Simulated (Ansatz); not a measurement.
One change: `C1=CN1` becomes `[SiH3]C1=CN1`.

Ansatz, PBE0-D4/def2-TZVP geometries, multiplicity 1. 

| property | `C1=CN1` |
| --- | --- |
| HOMO–LUMO gap (B3LYP/def2-TZVPP) / eV | 5.39 |
| zero-point energy (PBE0-D4/def2-TZVP) / kJ/mol | 115.6 |
| HOMO energy (PBE0/def2-TZVPP) / eV | -6.08 |
| HOMO–LUMO gap (ωB97M-V/def2-TZVPP) / eV | 10.39 |
| LUMO energy (PBE/def2-TZVPP) / eV | -1.28 |
| ideal-gas entropy at 298 K and 1 bar (rigid rotor, harmonic PBE0-D4/def2-TZVP) / J/(mol·K) | 249 |

Problem. Give the same properties after the change, and the shifts. (An estimate is asked.)

Solution. Ansatz gave: 
| property | `[SiH3]C1=CN1` | shift |
| --- | --- | --- |
| HOMO–LUMO gap (B3LYP/def2-TZVPP) / eV | 4.95 | -0.44 |
| zero-point energy (PBE0-D4/def2-TZVP) / kJ/mol | 157.5 | 41.9 |
| HOMO energy (PBE0/def2-TZVPP) / eV | -6.20 | -0.12 |
| HOMO–LUMO gap (ωB97M-V/def2-TZVPP) / eV | 9.77 | -0.62 |
| LUMO energy (PBE/def2-TZVPP) / eV | -1.80 | -0.52 |
| ideal-gas entropy at 298 K and 1 bar (rigid rotor, harmonic PBE0-D4/def2-TZVP) / J/(mol·K) | 308 | 59 |

With PBE0 the HOMO falls by 0.12 eV and the LUMO falls by 0.61 eV, so the gap narrows by about 0.49 eV. PBE moves the HOMO by -0.17 eV and ωB97M-V by -0.06 eV. The zero-point energy changes by 41.9 kJ/mol with +9 modes.

B3LYP here is the variant with VWN-RPA as its local correlation; programs differ in this.
